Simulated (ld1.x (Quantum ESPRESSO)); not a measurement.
## What the settings do to the TM potential of Ta

Base potential:

tantalum (Ta), norm-conserving Troullier–Martins (Kleinman–Bylander form), made with ld1.x (Quantum ESPRESSO) 7.5 (PBE, fully relativistic). Core [Xe] 4f14, reference 5d3 6s1.5 6p0.5. Waves: 6s (bound): rc 2.20 bohr; 6p (bound): rc 3.25 bohr; 5d (bound): rc 2.90 bohr. Local part: all-electron potential smoothed inside 2.85 bohr (lloc = -1). Core correction: none.

Open shells are filled in proportion to 2j + 1 (rel_dist='average').

All-electron outer shells of the reference configuration (PBE, scalar-relativistic, ld1.x):

```csv
shell,level (eV),outermost node (bohr),outermost maximum (bohr)
5p,-40.18,0.58,1.13
4f,-25.49,–,0.44
6s,-5.95,1.32,2.74
5d,-4.26,0.65,1.58
6p,-1.77,1.59,3.80
```

Cutoffs, loose and tight: the cutoffs (Ry, on a coarse ladder) from which the occupation-weighted sum of valence levels, in a spherical-Bessel basis at the reference potential, stays within 10 and 1 mRy of its value at 400 Ry. They do not see the model core or the augmentation charge, which bear on the density cutoff. Test errors are all-electron minus pseudo excitation energies from the reference, over the configurations 5d3 6s2 6p0; 5d3 6s1 6p0; 5d3 6s0 6p0; 5d2 6s2 6p1; 5d4 6s1 6p0; 5d2 6s0 6p0; 5d3.5 6s1.5 6p0. A dash means not determined; rows that change the core or the reference have their own tests.

A true bound ghost makes a file unfit for plane-wave use even where its test errors are small: the radial tests pick states by their node count and pass the ghost by.

```tsv
change	outcome	cutoff, loose	cutoff, tight	bound ghosts	largest test error (meV)
base	generated	21 Ry	30 Ry	none	+181
all radii scaled by about 0.78 (s 1.72, p 2.52, d 2.26 bohr); local potential all-electron potential smoothed inside 2.22 bohr (lloc = -1)	generated	80 Ry	90 Ry	s	+319
all radii scaled by about 0.84 (s 1.84, p 2.72, d 2.42 bohr); local potential all-electron potential smoothed inside 2.38 bohr (lloc = -1)	generated	50 Ry	90 Ry	s	+273
all radii scaled by about 0.90 (s 1.98, p 2.92, d 2.60 bohr); local potential all-electron potential smoothed inside 2.56 bohr (lloc = -1)	generated	25 Ry	55 Ry	s	+674
all radii scaled by about 1.17 (s 2.58, p 3.80, d 3.38 bohr); local potential all-electron potential smoothed inside 3.34 bohr (lloc = -1)	generated	18 Ry	21 Ry	none	+173
all radii scaled by about 1.24 (s 2.72, p 4.02, d 3.58 bohr); local potential all-electron potential smoothed inside 3.52 bohr (lloc = -1)	generated	18 Ry	21 Ry	none	+161
all radii scaled by about 1.32 (s 2.90, p 4.30, d 3.84 bohr); local potential all-electron potential smoothed inside 3.76 bohr (lloc = -1)	generated	15 Ry	18 Ry	none	+141
all radii scaled by about 1.40 (s 3.08, p 4.56, d 4.06 bohr); local potential all-electron potential smoothed inside 4.00 bohr (lloc = -1)	generated	15 Ry	18 Ry	none	+125
```

(1) What comes out with this change to the base: all radii scaled by about 1.07 (s 2.36, p 3.48, d 3.10 bohr); local potential all-electron potential smoothed inside 3.06 bohr (lloc = -1)?

## Answers

(1) outcome: generated; cutoff, loose: 18 Ry; cutoff, tight: 25 Ry; bound ghosts: none; largest test error (meV): +184.

Reading the sweep of the scale of all radii (base = 1) (base included, trends over the rows without a ghost): The loose cutoff falls from 21 Ry at 1 to 15 Ry at 1.4. A larger radius leaves more room for a smooth pseudo-wave, so fewer plane waves are needed; a smaller one forces it to follow the all-electron wave where it bends sharply. The median size of the test errors (rows with all tests solved) is not monotonic: lowest 7.8 meV at 1.07, highest 33.2 meV at 1.32. Bound ghosts are found at 0.78, 0.84, 0.9.
